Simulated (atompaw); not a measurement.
## Before and after: PAW (atompaw) potential for W

W (Z = 74), PAW, made with atompaw 4.2.0.5 (PBEsol, scalar-relativistic). Core [Kr] 4d10 4f14, reference 5s2 5p6 5d5 6s1 6p0. Waves: 5s (bound): rc 1.35 bohr; 6s (bound): rc 2.65 bohr; 5p (bound): rc 2.15 bohr; 6p (bound, empty): rc 2.65 bohr; 5d (bound): rc 2.65 bohr; 5d channel at 0.15 Ry: rc 2.65 bohr. Local part: bessel scheme, radius 2.30 bohr. Core correction: smooth core density matched at 1.85 bohr. Augmentation charge: sinc compensation charge, radius 2.45 bohr; PAW radius 2.65 bohr; waves and projectors: custom polynom2 7 10 vanderbiltortho.

Change: augmentation sinc compensation charge, radius 2.45 bohr; PAW radius 2.65 bohr; waves and projectors: custom rrkj gramschmidtortho.

Cutoffs: the cutoffs (Ry, on a coarse ladder) from which the occupation-weighted sum of valence levels, in a spherical-Bessel basis at the reference potential, stays within 10 and 1 mRy of its value at 400 Ry; they do not see the model core or the augmentation charge, which bear on the density cutoff.

**Question.** What does the change do?

**Answer.** The potential gets softer (30 Ry and 70 Ry → 30 Ry and 40 Ry); neither file shows a bound ghost.

| quantity | base | changed |
| --- | --- | --- |
| cutoff, loose | 30 Ry | 30 Ry |
| cutoff, tight | 70 Ry | 40 Ry |
| loose cutoff by channel (10 mRy a level) | s 15 Ry, p 15 Ry, d 15 Ry | s 25 Ry, p 15 Ry, d 12 Ry |
| bound ghosts | none | none |
| s: phases at 2.66 bohr within 0.05 rad from the reference energy up to (Ry; the scan ends near 5) | 3.4 | 2.6 |
| p: phases at 2.66 bohr within 0.05 rad from the reference energy up to (Ry; the scan ends near 5) | to the end of the scan | to the end of the scan |
| d: phases at 2.66 bohr within 0.05 rad from the reference energy up to (Ry; the scan ends near 5) | 2.3 | 3.0 |
| lowest overlap eigenvalue by channel | s 0.40, p 0.59, d 0.92 | s 0.37, p 0.61, d 1.00 |

 The cutoffs see the waves, projectors and local potential, not the compensation charge or the core.
